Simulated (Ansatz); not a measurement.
Results of the Gaussian-basis code of Ansatz.

A structure relaxed at PBE0-D4/def2-TZVP, charge 0, multiplicity 1:

```xyz
12

C    -0.8488    1.8447   -0.2249
N    -0.2771    1.0484    0.5669
C    -0.4528   -0.3608    0.4015
O    -0.5262   -0.9964    1.6528
Ge    1.0998   -1.0670   -0.6455
H    -1.5136    1.5176   -1.0347
H    -0.6826    2.9147   -0.1142
H    -1.3802   -0.6175   -0.1283
H     0.1033   -0.5459    2.2267
H     2.3817   -0.7988    0.1590
H     1.1813   -0.3601   -2.0116
H     0.9152   -2.5791   -0.8478
```

Task: Give its formula and SMILES.

Result: C2H7GeNO, `C=N[CH](O)[GeH3]`.

Task: Summarise the bond lengths by kind.

Result: 2 × C–N 1.260 to 1.430 Å; 3 × C–H 1.089 to 1.099 Å; 1 × C–O 1.405 Å; 1 × C–Ge 2.001 Å; 1 × H–O 0.964 Å; 3 × Ge–H 1.537 to 1.540 Å.
